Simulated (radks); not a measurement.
Values are calculated unless marked as measured or tabulated.
Orbital eigenvalues (eV) of the vanadium ion V2+, [Ar] 3d3, at several levels of relativity; Dirac values are averaged over j with weights 2j + 1. Spin-unpolarised spherical Kohn-Sham, BLYP, point nucleus unless stated (finite: rms radius 3.6002 fm), a radial shooting solver on a logarithmic mesh with Libxc functionals. A level marked "c x" has the speed of light scaled by that factor and shares open shells by 2j + 1; other Dirac levels either fill j = l - 1/2 first or share by 2j + 1.

shell  non-rel.  Dirac, 2j+1 shares  Dirac, 2j+1 shares, finite nucleus  Dirac, c x 0.75  change of magnitude, last against first (%)
1s      -5344.5             -5382.7                             -5382.7          -5413.1                                        +1.28
2s      -611.64             -619.05                             -619.05          -624.99                                        +2.18
2p      -518.72             -519.82                             -519.82          -520.70                                        +0.38
3s      -85.471             -86.598                             -86.597          -87.501                                        +2.38
3p      -60.281             -60.477                             -60.477          -60.634                                        +0.58
3d      -21.464             -21.332                             -21.332          -21.231                                        -1.09
